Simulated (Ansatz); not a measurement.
Reaction (ligand exchange at the Si–C bond): `[SiH3]C(Cl)Br` + `CB(C)O` → `CB(C)O[SiH3]` + `ClCBr`

Isolated molecules relaxed with PBE0-D4/def2-TZVP in Ansatz; ΔE leaves out vibrations. CCSD(T)/CBS adds triple-zeta CCSD(T) − MP2 to the extrapolated MP2 energy (def2 sets, frozen cores). DFT in def2-TZVPP. B3LYP here is the variant with VWN-RPA as its local correlation; programs differ in this. For Br outer-core shells are correlated without core-valence functions, which leaves a few kJ/mol of doubt a bond. Scalar relativity is left out up to krypton. Each species was taken in one conformer, which may not be the lowest.

| level | ΔE (eV) |
| --- | --- |
| PBE | -0.79 |
| PBE0 | -0.85 |
| B3LYP | -0.97 |
| CCSD/def2-TZVPP | -0.95 |

(1) What does CCSD(T)/CBS give? (Estimate.)

Largest T1 diagnostic among the species: 0.011.

## Answers

(1) The calculation gave: -0.90 eV. The listed levels differ from it by 0.11, 0.05, -0.07, -0.05 eV.

In def2-TZVPP, CCSD(T) changes the Hartree–Fock value by +0.27 eV (the triples alone add +0.04 eV) and MP2 by +0.28 eV. From PBE to PBE0 (25 % exact exchange), in def2-TZVPP and without D4, ΔE moves by −0.07 eV.
